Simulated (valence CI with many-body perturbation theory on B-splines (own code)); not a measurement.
## Co20+: one-electron terms

Computed by configuration interaction combined with many-body perturbation theory (CI+MBPT): five valence electrons over a frozen Dirac-Fock core [He], radial functions for each j: 11 s, 11 p, 10 d, 8 f, 5 g, 2 h, with the one-electron correlation potential Σ1, the two-electron term Σ2, the three-electron term Σ3, Breit, model QED; selected CI, second order for the rest, scaled by the run's own slope (own B-spline code, finite nucleus).

No measured spectrum was set against this ion. As an estimate, levels of excited configurations hold to 0.05 to 0.15 % of their energy, terms of the ground configuration to about 0.5 %. Among the levels kept, up to 5400 cm⁻¹ of a level comes from second order outside the variational space, and about a tenth of that is noise between levels of different J, which matters for small intervals.

These are the spectroscopic orbitals of the CI (the correlating ones are not listed), shaped by the core and the other valence electrons. h is the expectation value of the core's Dirac-Fock operator, without the valence repulsion; Σ1 is computed up to l = 3 at one energy for each symmetry, that of its lowest orbital but kept below the first core excitation, so for empty shells it is not the orbital's own correlation shift; Breit and QED include the response of the core.

| Orbital | h (hartree) | Σ1 (cm⁻¹) | Breit (cm⁻¹) | QED (cm⁻¹) | ⟨r⟩ (bohr) |
| --- | --- | --- | --- | --- | --- |
| 2s1/2 | -81.388 | -1152 | 4441 | 3797 | 0.2411 |
| 3s1/2 | -35.474 | -259 | 1172 | 1030 | 0.5719 |
| 4s1/2 | -19.718 | -97.3 | 459 | 408 | 1.050 |
| 5s1/2 | -12.533 | -47.3 | 227 | 203 | 1.669 |
| 6s1/2 | -8.6632 | -26.6 | 129 | 115 | 2.431 |
| 7s1/2 | -6.3441 | -16.4 | 79.9 | 71.5 | 3.334 |
| 2p1/2 | -79.45 | -2568 | 8522 | -219 | 0.2076 |
| 3p1/2 | -34.877 | -539 | 2225 | -60.3 | 0.5474 |
| 4p1/2 | -19.462 | -201 | 881 | -24.2 | 1.034 |
| 5p1/2 | -12.401 | -97.8 | 438 | -12.1 | 1.661 |
| 6p1/2 | -8.5865 | -55.0 | 249 | -6.9 | 2.431 |
| 7p1/2 | -6.2958 | -34.0 | 155 | -4.3 | 3.342 |
| 2p3/2 | -78.732 | -2412 | 3703 | 94.6 | 0.2103 |
| 3p3/2 | -34.668 | -507 | 946 | 23.5 | 0.5512 |
| 4p3/2 | -19.375 | -189 | 383 | 9.2 | 1.038 |
| 5p3/2 | -12.356 | -92.1 | 190 | 4.6 | 1.667 |
| 6p3/2 | -8.5608 | -51.8 | 108 | 2.6 | 2.438 |
| 7p3/2 | -6.2797 | -32.1 | 67.4 | 1.6 | 3.351 |
| 3d3/2 | -34.294 | -190 | 58.0 | -11.7 | 0.4796 |
| 4d3/2 | -19.218 | -80.6 | 31.2 | -4.6 | 0.9750 |
| 5d3/2 | -12.276 | -41.3 | 17.0 | -2.3 | 1.612 |
| 6d3/2 | -8.5143 | -23.9 | 10.3 | -1.3 | 2.391 |
| 7d3/2 | -6.2505 | -15.1 | 6.6 | -0.8 | 3.312 |
| 3d5/2 | -34.232 | -186 | 18.1 | 13.1 | 0.4808 |
| 4d5/2 | -19.191 | -78.8 | 9.6 | 5.7 | 0.9765 |
| 5d5/2 | -12.262 | -40.4 | 5.1 | 2.9 | 1.614 |
| 6d5/2 | -8.5066 | -23.4 | 3.1 | 1.7 | 2.393 |
| 7d5/2 | -6.2456 | -14.7 | 2.0 | 1.1 | 3.314 |
| 4f5/2 | -19.078 | -14.0 | 0.2 | -2.5 | 0.8526 |
| 5f5/2 | -12.21 | -7.9 | 0.2 | -1.3 | 1.493 |
| 6f5/2 | -8.4779 | -4.8 | 0.1 | -0.7 | 2.277 |
| 7f5/2 | -6.2279 | -3.1 | 0.1 | -0.5 | 3.203 |
| 4f7/2 | -19.066 | -13.9 | 0.1 | 2.0 | 0.8533 |
| 5f7/2 | -12.204 | -7.9 | 0.0 | 1.1 | 1.494 |
| 6f7/2 | -8.4743 | -4.8 | 0.0 | 0.6 | 2.278 |
| 7f7/2 | -6.2256 | -3.1 | 0.0 | 0.4 | 3.204 |
| 5g7/2 | -12.188 |  | 0.0 | -0.8 | 1.308 |
| 6g7/2 | -8.4645 |  | 0.0 | -0.4 | 2.093 |
| 7g7/2 | -6.219 |  | 0.0 | -0.3 | 3.021 |
| 5g9/2 | -12.185 |  | 0.0 | 0.6 | 1.309 |
| 6g9/2 | -8.4623 |  | 0.0 | 0.4 | 2.094 |
| 7g9/2 | -6.2176 |  | 0.0 | 0.2 | 3.021 |
| 6h9/2 | -8.4615 |  |  |  | 1.856 |
| 6h11/2 | -8.4601 |  |  |  | 1.857 |

Among the shells of the start configuration 2s2 2p3, Σ1 is largest in size for 2p1/2, where it is 0.015 % of h.

Lowest root of each symmetry, sizes in configuration state functions:

```
   J  Parity  Roots  Reference  Variational  Second order  Change by selected CI (cm⁻¹)  Change by second order (cm⁻¹)
 1/2    even     25        102        31971       1413815                        -26371                           -918
 3/2    even     34        155        31975       1604315                        -24641                          -2237
 5/2    even     28        152        31953       1985235                        -23870                          -3057
 7/2    even     12        102        32040       3131421                        -34052                          -2934
 9/2    even      4         59        41702       2361134                        -36364                           -994
 1/2     odd     26        101        31985       1519330                        -26901                          -1374
 3/2     odd     36        159        31706       1695868                        -23203                          -1682
 5/2     odd     29        151        31882       2137282                        -25045                          -3328
 7/2     odd     17        113        32135       3329779                        -31025                          -4897
 9/2     odd      7         65        31964       3402332                        -23730                           -795
11/2     odd      2         33        44641       2127737                        -35016                          -1046
```
